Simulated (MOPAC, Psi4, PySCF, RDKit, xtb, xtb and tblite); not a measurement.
Two geometries of C2H7NO2Si, SMILES [SiH2](C(=O)OC)N, relaxed at GFN2-xTB with one dihedral held; other torsions can differ between them too.

Structure A

```
13

C     -2.6661    -0.0527     0.2939
O     -1.2883     0.0860     0.5518
C     -0.4197     0.0904    -0.4778
O      0.7577    -0.0181    -0.2286
Si    -0.9707     0.4766    -2.2771
N      0.4712     0.1560    -3.1271
H     -3.1568    -0.0103     1.2652
H     -2.8823    -1.0126    -0.1804
H     -3.0419     0.7558    -0.3385
H     -2.0217    -0.4286    -2.7500
H     -1.4754     1.8598    -2.2786
H      1.3357     0.1371    -2.6077
H      0.6125     0.4229    -4.0856
```

Structure B

```
13

C     -2.6466     0.0062     0.2807
O     -1.2653     0.0313     0.5542
C     -0.4036    -0.0886    -0.4958
O      0.5649    -0.7939    -0.3644
Si    -0.4525     1.2147    -1.9072
N      0.8682     0.7113    -2.8617
H     -3.1480     0.3401     1.1880
H     -2.9662    -1.0121     0.0425
H     -2.9070     0.6706    -0.5485
H     -1.6580     1.1647    -2.7389
H     -0.3771     2.5127    -1.2200
H      1.5830     0.1422    -2.4352
H      1.2307     1.2618    -3.6206
```

Problem. Which is lower in energy at the level DF-MP2 (frozen core)/cc-pVTZ // GFN2-xTB run with Psi4 1.11, and by how much?

Solution. A is lower, by 18.36 kJ/mol (dihedral C1–O2–C3–Si5: 20° in A, 60° in B).

E(B) − E(A) in kJ/mol at the other levels, on the same two geometries: GFN2-xTB (xtb and tblite) 20.76; MMFF94 // GFN2-xTB (RDKit) 15.95; B3LYP/def2-TZVP // GFN2-xTB (Psi4) 17.35; B3LYP-D3(BJ)/def2-TZVP // GFN2-xTB (Psi4) 18.47; PBE/def2-TZVP // GFN2-xTB (Psi4) 18.89; PBE-D3(BJ)/def2-TZVP // GFN2-xTB (Psi4) 19.49; HF/cc-pVTZ // GFN2-xTB (Psi4) 16.12; UFF // GFN2-xTB (RDKit) 19.88; AM1, restricted, heats of formation // GFN2-xTB (MOPAC) 4.43; PM7, restricted, heats of formation // GFN2-xTB (MOPAC) 3.99; GFN1-xTB // GFN2-xTB (xtb) 14.75; restricted B3LYP/6-31G*, spherical d, density fitting // GFN2-xTB (PySCF) 17.17; restricted MP2 (frozen core)/3-21G // GFN2-xTB (PySCF) 13.30; restricted Hartree-Fock/LANL2DZ, with its core potentials past Ne // GFN2-xTB (PySCF) 13.58; restricted B3LYP/LANL2DZ, with its core potentials past Ne // GFN2-xTB (PySCF) 16.64.
